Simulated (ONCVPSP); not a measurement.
# Potentials for chlorine (Cl) compared

Generated with ld1.x 7.5 (TM, RRKJ, ultrasoft, PAW), atompaw 4.2 or ONCVPSP 4.0.1. The cutoff is in Ry: for ld1.x and atompaw files where the sum of valence levels is converged to 10 mRy in a Bessel basis, for ONCV files where the hardest occupied wave has 1 mHa per electron of residual kinetic energy. The error is the largest all-electron minus pseudo excitation energy over each file’s own four to seven test configurations (ionisations up to +4, promotions, holes and added fractions of an electron), all of which were solved. The labels leave out finer settings (local radius, basis sizes, second energies), which also bear on the numbers. Spin-polarised tests are not counted. The rows are a selection from randomly drawn settings: files with unsolved tests, undetermined cutoffs or missed reference levels are left out.

A true bound ghost makes a file unfit for plane-wave use even where its test errors are small: the radial tests pick states by their node count and pass the ghost by.

| potential | cutoff (Ry) | largest error (meV) | bound ghosts |
| --- | --- | --- | --- |
| ONCV, PBEsol, scalar-relativistic, rc 1.00/1.25 (sp), local smoothed, core correction yes, reference 3s2 3p3, qcut 7.7/7.5, projectors 2/3 | 205 | +21 | s, p |
| ONCV, PBE, scalar-relativistic, rc 1.20/1.25 (sp), local smoothed, core correction yes, reference 3s2 3p5, qcut 4.7/5.6, projectors 2/2 | 83 | +43 | none |
| ONCV, LDA (Perdew-Zunger), scalar-relativistic, rc 0.85/0.70/0.90 (spd), local smoothed, core correction no, reference 2s2 2p6 3s2 3p5, qcut 13.5/22.4/11.2, projectors 2/2/2 | 358 | +28 | none |
| ONCV, BLYP, scalar-relativistic, rc 0.80/0.70/0.80 (spd), local smoothed, core correction yes, reference 2s2 2p6 3s2 3p5, qcut 11.6/20.2/12.8, projectors 2/2/1 | 332 | -667 | none |

Task: Fill in the row for Cl: ONCV, PBE, non-relativistic, rc 0.80/0.75 (sp), local smoothed, core correction yes, reference 2s2 2p6 3s2 3p5, qcut 12.7/23.2, projectors 2/2.

Result: cutoff 356 Ry, largest error +604 meV, bound ghosts: none.

Task: Fill in the row for Cl: ONCV, PBEsol, scalar-relativistic, rc 1.15/1.10/1.10 (spd), local p, core correction yes, reference 3s2 3p4, qcut 5.8/7/8.8, projectors 1/0/2.

Result: cutoff 32 Ry, largest error +131 meV, bound ghosts: none.
